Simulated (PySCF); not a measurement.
# One molecule, several mistakes: BCClGeH6

These are calculations, not measurements. The program is PySCF 2.14.0, an open-source quantum chemistry code, run on an isolated molecule that a program drew, which may never have been made. The molecule is BCClGeH6 (charge 0, singlet), drawn as the SMILES string `[BH2][GeH]([CH3])[Cl]`.

Each row is a Hartree-Fock (HF) and frozen-core CCSD(T) single point in the cc-pV(D+d)Z basis, meant for a local HF minimum. Run 1 is clean. Each other run has one planted mistake out of seven kinds, and not every kind appears here: one electron removed, one electron added, multiplicity raised by two, geometry at a saddle point, minimal basis STO-3G, one bond length entered in bohr, all coordinates scaled. The reference is restricted for singlets and unrestricted otherwise, and also for a bond in bohr. Adding or removing an electron swaps singlet and doublet. Electrons count all cores. HOMO and LUMO are orbital energies over both spins, the gradient is its largest component, and the lowest frequency (negative if imaginary) is given only where the gradient is small. Bond lengths are over the 9 bonds as drawn. T1 is the CCSD diagnostic: over 0.02 (restricted) or 0.045 (unrestricted) a single reference is doubtful. Germanium has the cc-pVDZ-PP basis, with a core potential (ECP10MDF) in place of its 10 inner electrons, and its 3s, 3p and 3d shells are frozen in CCSD(T).

Geometry of the clean run:
```xyz
10
BCClGeH6, angstrom
B     0.7472    0.8663   -3.0609
Ge   -0.5899    0.6660   -1.4787
C    -0.0679    1.5943    0.1613
Cl   -0.7607   -1.4623   -0.9393
H     1.2546   -0.0827   -3.5802
H     1.0100    1.9648   -3.4640
H    -2.0101    1.0698   -1.8924
H     0.9085    1.2463    0.5014
H    -0.8019    1.4016    0.9443
H    -0.0171    2.6700   -0.0229
```

| run | electrons | basis functions | <S^2> | HOMO (eV) | LUMO (eV) | gradient (hartree/bohr) | lowest frequency (cm^-1) | mean bond (Å) | longest bond (Å) | T1 | HF (hartree) | CCSD(T) (hartree) | mistake |
|---|---|---|---|---|---|---|---|---|---|---|---|---|---|
| 1 | 66 | 104 | 0.000 | -10.80 | 1.01 | 2.7e-05 | 76 | 1.4934 | 2.202 | 0.0094 | -818.94991 | -819.48048 | no fault |
| 2 | 66 | 104 | 2.015 | -7.79 | -2.00 | 4.8e-02 | - | 1.4934 | 2.202 | 0.0174 | -818.82818 | -819.35648 | multiplicity raised by two |
| 3 | 67 | 104 | 0.762 | -1.09 | 8.12 | 4.3e-02 | - | 1.4934 | 2.202 | 0.0096 | -818.94896 | -819.49763 | one electron added |
| 4 | 66 | 104 | 0.000 | -10.77 | 0.94 | 1.7e-02 | - | 1.5277 | 2.253 | 0.0098 | -818.94564 | -819.47906 | ? |
| 5 | 66 | 104 | 0.967 | -7.97 | -0.70 | 1.1e-02 | - | 1.7111 | 4.162 | 0.0288 | -818.83478 | -819.34096 | ? |

**Which mistake was planted in run 4, and what did it cost?**

The mean and the longest bond both change by the same factor, 1.023, and the gradient is no longer small. So the mistake is: all coordinates scaled. Subtracting run 1 and multiplying by 627.51 kcal/mol a hartree, the energy moved by 2.7 kcal/mol in HF and 0.9 kcal/mol in CCSD(T).

**Which mistake was planted in run 5, and what did it cost?**

The mean bond changes by a factor of 1.146 and the longest by 1.890, so the molecule wasn't scaled as a whole. A length L in bohr read as angstrom grows by (1/0.5292 - 1) L = 0.890 L. The 9 bonds together grew by 9 x 0.2177 = 1.959 Å, which gives L = 2.202 Å. That is bond Ge2-Cl4, 2.202 Å in the clean geometry. So the mistake is: one bond length entered in bohr. Subtracting run 1 and multiplying by 627.51 kcal/mol a hartree, the energy moved by 72.2 kcal/mol in HF and 87.6 kcal/mol in CCSD(T).

